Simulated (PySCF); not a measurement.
## Excitation energy of Be by level of theory

Be [He] 2s2 (1S) → Be [He] 2s1 2p1 (3P), as a difference of total energies. Calculation: PySCF 2.14, in ANO-RCC-VTZP; the spin-free X2C one-electron Hamiltonian (Gaussian nucleus). Correlated levels: valence: 1s2 frozen; valence and next inner shell: nothing frozen. The calculations carry no spin-orbit coupling.

```tsv
method	excitation energy (eV)	error (eV)
UHF	1.614	-1.111
LDA	2.419	-0.306
PBE	2.316	-0.409
PBE0	2.293	-0.432
r2SCAN	2.138	-0.587
r2SCANh	2.156	-0.569
BP86	2.392	-0.333
B2PLYP	2.500	-0.225
M06-2X	2.754	+0.029
MP2 (valence)	2.295	-0.430
SCS-MP2 (valence)	2.488	-0.237
MP2 (valence and next inner shell)	2.298	-0.427
SCS-MP2 (valence and next inner shell)	2.491	-0.234
```

Reference: 2.725 eV (measured; NIST levels, between the centres of gravity of the two terms).

Errors of the correlated levels include the incompleteness of this basis and the frozen core.

The basis was made for the ground configuration and has no added diffuse functions, so the excitation energy can come out too high.
